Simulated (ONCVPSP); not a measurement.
Potentials for fluorine compared

Generated with ld1.x 7.5 (TM, RRKJ, ultrasoft, PAW), atompaw 4.2 or ONCVPSP 4.0.1. The cutoff is in Ry: for ld1.x and atompaw files where the sum of valence levels is converged to 10 mRy in a Bessel basis, for ONCV files where the hardest occupied wave has 1 mHa per electron of residual kinetic energy. The error is the largest all-electron minus pseudo excitation energy over each file’s own four to seven test configurations (ionisations up to +4, promotions, holes and added fractions of an electron), all of which were solved. The labels leave out finer settings (local radius, basis sizes, second energies), which also bear on the numbers. Spin-polarised tests are not counted. The rows are a selection from randomly drawn settings: files with unsolved tests, undetermined cutoffs or missed reference levels are left out.

A true bound ghost makes a file unfit for plane-wave use even where its test errors are small: the radial tests pick states by their node count and pass the ghost by.

```tsv
potential	cutoff (Ry)	largest error (meV)	bound ghosts
ONCV, LDA (Perdew-Wang 92), scalar-relativistic, rc 0.80/1.70/1.65 (spd), local s, core correction yes, reference 2s2 2p5, qcut 7.7/6.3/6.3, projectors 0/2/2	294	+3184	none
ONCV, PBEsol, scalar-relativistic, rc 0.55/1.55/1.55 (spd), local smoothed, core correction yes, reference 2s2 2p5, qcut 12.9/7.5/7.1, projectors 1/2/2	112	+2014	d
ONCV, LDA (Perdew-Wang 92), scalar-relativistic, rc 0.65/1.45/1.25 (spd), local smoothed, core correction no, reference 2s2 2p5, qcut 11.9/10.4/8.9, projectors 2/3/2	114	+961	none
ONCV, PBE, non-relativistic, rc 0.40/1.30 (sp), local smoothed, core correction no, reference 1s2 2s2 2p3, qcut 29/12.9, projectors 2/3	736	+629	none
ONCV, PBE, scalar-relativistic, rc 0.80/1.35/1.35 (spd), local smoothed, core correction yes, reference 2s2 2p4, qcut 8.8/12.1/7.6, projectors 2/3/2	153	+1331	none
```

Question: Fill in the row for F: ONCV, Wu-Cohen, scalar-relativistic, rc 0.65/1.75/1.55 (spd), local smoothed, core correction yes, reference 2s1.75 2p5.25, qcut 9.5/7.9/7.3, projectors 2/1/3.

Answer: cutoff 174 Ry, largest error +740 meV, bound ghosts: none.
